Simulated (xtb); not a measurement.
xtb input (GFN2-xTB):

```bash
xtb mol.xyz --gfn 2 --sp --chrg -1 --uhf 0
```
mol.xyz:
```
9

Si     0.13654143    -0.02620673    -0.09218296
O      1.43418357    -0.52612084    -0.78413738
O      0.38602750     0.52000781     1.50110581
O     -0.64709147     1.23116756    -0.91174043
N     -1.23459484    -1.12926306     0.20133589
H      1.33955656     0.56273030     1.61735775
H     -1.51225398     1.37041286    -0.51569596
H     -1.44826526    -1.68664601    -0.61812344
H     -1.03341036    -1.77519765     0.95584772
```

Output:

```
           -------------------------------------------------
          |                Calculation Setup                |
           -------------------------------------------------

           -------------------------------------------------
          |                 G F N 2 - x T B                 |
           -------------------------------------------------

        Reference                      10.1021/acs.jctc.8b01176
      * Hamiltonian:
        H0-scaling (s, p, d)           1.850000    2.230000    2.230000
        zeta-weighting                 0.500000
      * Dispersion:
        s8                             2.700000
        a1                             0.520000
        a2                             5.000000
        s9                             5.000000
      * Repulsion:
        kExp                           1.500000    1.000000
        rExp                           1.000000
      * Coulomb:
        alpha                          2.000000
        third order                    shell-resolved
        anisotropic                    true
        a3                             3.000000
        a5                             4.000000
        cn-shift                       1.200000
        cn-exp                         4.000000
        max-rad                        5.000000

          ...................................................
          :                      SETUP                      :
          :.................................................:
          :  # basis functions                  30          :
          :  # atomic orbitals                  29          :
          :  # shells                           15          :
          :  # electrons                        32          :
          :  max. iterations                   250          :
          :  Hamiltonian                  GFN2-xTB          :
          :  restarted?                      false          :
          :  GBSA solvation                  false          :
          :  PC potential                    false          :
          :  electronic temp.          300.0000000     K    :
          :  accuracy                    1.0000000          :
          :  -> integral cutoff          0.2500000E+02      :
          :  -> integral neglect         0.1000000E-07      :
          :  -> SCF convergence          0.1000000E-05 Eh   :
          :  -> wf. convergence          0.1000000E-03 e    :
          :  Broyden damping             0.4000000          :
          :  net charge                         -1          :
          :  unpaired electrons                  0          :
          ...................................................

 iter      E             dE          RMSdq      gap      omega  full diag
   1    -19.3088877 -0.193089E+02  0.721E+00    8.64       0.0  T
   2    -19.3581386 -0.492509E-01  0.548E+00    8.97       1.0  T
   3    -19.3610973 -0.295870E-02  0.332E+00    9.03       1.0  T
   4    -19.3570445  0.405280E-02  0.120E+00    8.64       1.0  T
   5    -19.3624760 -0.543145E-02  0.449E-01    8.96       1.0  T
   6    -19.3625256 -0.496031E-04  0.136E-01    8.98       1.0  T
   7    -19.3625327 -0.709802E-05  0.374E-02    8.98       1.0  T
   8    -19.3625336 -0.943298E-06  0.962E-03    8.98       3.5  T
   9    -19.3625336  0.903738E-08  0.670E-03    8.98       5.0  T
  10    -19.3625338 -0.157180E-06  0.248E-03    8.98      13.4  T
  11    -19.3625338 -0.511217E-07  0.331E-04    8.98     100.8  T
  12    -19.3625338 -0.260535E-09  0.110E-04    8.98     302.8  T

   *** convergence criteria satisfied after 12 iterations ***

         #    Occupation            Energy/Eh            Energy/eV
      -------------------------------------------------------------
         1        2.0000           -0.5487245             -14.9316
       ...           ...                  ...                  ...
        10        2.0000           -0.2658469              -7.2341
        11        2.0000           -0.2371256              -6.4525
        12        2.0000           -0.2327326              -6.3330
        13        2.0000           -0.2282274              -6.2104
        14        2.0000           -0.1970328              -5.3615
        15        2.0000           -0.1836430              -4.9972
        16        2.0000           -0.1716440              -4.6707 (HOMO)
        17                          0.1583008               4.3076 (LUMO)
        18                          0.1633565               4.4452
        19                          0.1947222               5.2987
        20                          0.2523303               6.8663
        21                          0.3332552               9.0683
       ...                                ...                  ...
        29                          1.1355929              30.9011
      -------------------------------------------------------------
                  HL-Gap            0.3299448 Eh            8.9783 eV
             Fermi-level           -0.0066716 Eh           -0.1815 eV

 SCC (total)                   0 d,  0 h,  0 min,  0.008 sec
 SCC setup                      ...        0 min,  0.000 sec (  1.172%)
 Dispersion                     ...        0 min,  0.000 sec (  0.574%)
 classical contributions        ...        0 min,  0.000 sec (  0.240%)
 integral evaluation            ...        0 min,  0.001 sec ( 17.077%)
 iterations                     ...        0 min,  0.004 sec ( 50.027%)
 molecular gradient             ...        0 min,  0.002 sec ( 28.086%)
 printout                       ...        0 min,  0.000 sec (  2.479%)

         :::::::::::::::::::::::::::::::::::::::::::::::::::::
         ::                     SUMMARY                     ::
         :::::::::::::::::::::::::::::::::::::::::::::::::::::
         :: total energy             -19.243795089755 Eh    ::
         :: gradient norm              0.028498317805 Eh/a0 ::
         :: HOMO-LUMO gap              8.978254902037 eV    ::
         ::.................................................::
         :: SCC energy               -19.362530263294 Eh    ::
         :: -> isotropic ES            0.267167640470 Eh    ::
         :: -> anisotropic ES         -0.000651243256 Eh    ::
         :: -> anisotropic XC         -0.004455019493 Eh    ::
         :: -> dispersion             -0.005573717864 Eh    ::
         :: repulsion energy           0.118735173539 Eh    ::
         :: add. restraining           0.000000000000 Eh    ::
         :: total charge              -1.000000000000 e     ::
         :::::::::::::::::::::::::::::::::::::::::::::::::::::

           -------------------------------------------------
          |                Property Printout                |
           -------------------------------------------------

    * Orbital Energies and Occupations

         #    Occupation            Energy/Eh            Energy/eV
      -------------------------------------------------------------
         1        2.0000           -0.5487245             -14.9316
       ...           ...                  ...                  ...
         4        2.0000           -0.3934701             -10.7069
         5        2.0000           -0.3682817             -10.0215
         6        2.0000           -0.3464993              -9.4287
         7        2.0000           -0.3218828              -8.7589
         8        2.0000           -0.3142997              -8.5525
         9        2.0000           -0.2710650              -7.3761
        10        2.0000           -0.2658469              -7.2341
        11        2.0000           -0.2371256              -6.4525
        12        2.0000           -0.2327326              -6.3330
        13        2.0000           -0.2282274              -6.2104
        14        2.0000           -0.1970328              -5.3615
        15        2.0000           -0.1836430              -4.9972
        16        2.0000           -0.1716440              -4.6707 (HOMO)
        17                          0.1583008               4.3076 (LUMO)
        18                          0.1633565               4.4452
        19                          0.1947222               5.2987
        20                          0.2523303               6.8663
        21                          0.3332552               9.0683
        22                          0.3403571               9.2616
        23                          0.3512319               9.5575
        24                          0.3864326              10.5154
        25                          0.4250555              11.5663
        26                          0.5778070              15.7229
        27                          0.8063671              21.9424
       ...                                ...                  ...
        29                          1.1355929              30.9011
      -------------------------------------------------------------
                  HL-Gap            0.3299448 Eh            8.9783 eV
             Fermi-level           -0.0066716 Eh           -0.1815 eV

     #   Z          covCN         q      C6AA      α(0)
     1  14 Si       3.151     0.605   145.275    25.690
     2   8 O        0.771    -0.625    26.780     6.936
     3   8 O        1.572    -0.587    24.907     6.734
     4   8 O        1.572    -0.574    24.596     6.692
     5   7 N        2.537    -0.475    32.597     8.479
     6   1 H        0.822     0.240     0.930     1.514
     7   1 H        0.816     0.252     0.882     1.474
     8   1 H        0.861     0.078     2.011     2.221
     9   1 H        0.861     0.085     1.937     2.180

 Mol. C6AA /au·bohr⁶  :       1364.438797
 Mol. C8AA /au·bohr⁸  :      43625.963625
 Mol. α(0) /au        :         61.920051

Wiberg/Mayer (AO) data.
largest (>0.10) Wiberg bond orders for each atom

 ---------------------------------------------------------------------------
     #   Z sym  total        # sym  WBO       # sym  WBO       # sym  WBO
 ---------------------------------------------------------------------------
     1  14 Si   4.446 --     2 O    1.800     4 O    0.927     3 O    0.885
                             5 N    0.850
     2   8 O    1.970 --     1 Si   1.800
     3   8 O    1.965 --     6 H    0.941     1 Si   0.885
     4   8 O    1.988 --     7 H    0.929     1 Si   0.927
     5   7 N    2.993 --     8 H    1.000     9 H    0.998     1 Si   0.850
     6   1 H    0.943 --     3 O    0.941
     7   1 H    0.936 --     4 O    0.929
     8   1 H    0.994 --     5 N    1.000
     9   1 H    0.993 --     5 N    0.998
 ---------------------------------------------------------------------------

Topologies differ in total number of bonds
Writing topology from bond orders to xtbtopo.mol

molecular dipole:
                 x           y           z       tot (Debye)
 q only:       -0.649       0.067       0.512
   full:       -1.098      -0.035       0.884       3.583
molecular quadrupole (traceless):
                xx          xy          yy          xz          yz          zz
 q only:        0.062       0.808       1.656       4.479       0.076      -1.718
  q+dip:       -0.604       1.565       3.230       5.891       0.175      -2.626
   full:       -1.359       2.514       3.757       7.387      -0.078      -2.398

           -------------------------------------------------
          | TOTAL ENERGY              -19.243795089755 Eh   |
          | GRADIENT NORM               0.028498317805 Eh/α |
          | HOMO-LUMO GAP               8.978254902037 eV   |
           -------------------------------------------------

------------------------------------------------------------------------
------------------------------------------------------------------------
 total:
Note: The following floating-point exceptions are signalling: IEEE_UNDERFLOW_FLAG IEEE_DENORMAL
normal termination of xtb
 SCF:
```

It need not be the lowest isomer of its formula. Whether it binds its extra electron was not tested at this geometry.
